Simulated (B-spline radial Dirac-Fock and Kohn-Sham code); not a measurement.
# Relativistic shifts of the levels of Sc²⁺

System: the Sc²⁺ ion, [Ar] 3d1.

Both columns are ΔSCF binding energies of the configuration average from a radial finite-basis atomic code: non-relativistic Hartree-Fock with a point nucleus, and Dirac-Fock with a finite nucleus and the Coulomb interaction alone, averaged over the two j levels with weights 2j+1.

| shell | Hartree-Fock (eV) | Dirac-Fock (eV) | shift (eV) | shift (%) |
| --- | --- | --- | --- | --- |
| 1s | 4496.8 | 4523.3 | +26.46 | +0.59 |
| 2s | 523.2 | 528.2 | +4.98 | +0.95 |
| 2p | 429.2 | 429.7 | +0.47 | +0.11 |
| 3s | 82.87 | 83.55 | +0.68 | +0.82 |
| 3p | 56.19 | 56.24 | +0.05 | +0.08 |
| 3d | 23.88 | 23.73 | -0.15 | -0.62 |

Relativity binds 1s, 2s, 2p, 3s, 3p more strongly, among those listed most of all 2s in relative terms, and 3d more weakly, because the contracted s and p shells screen the nucleus better.

Values without a named source are computed, but for edge energies of neutral atoms, which are taken from tables.
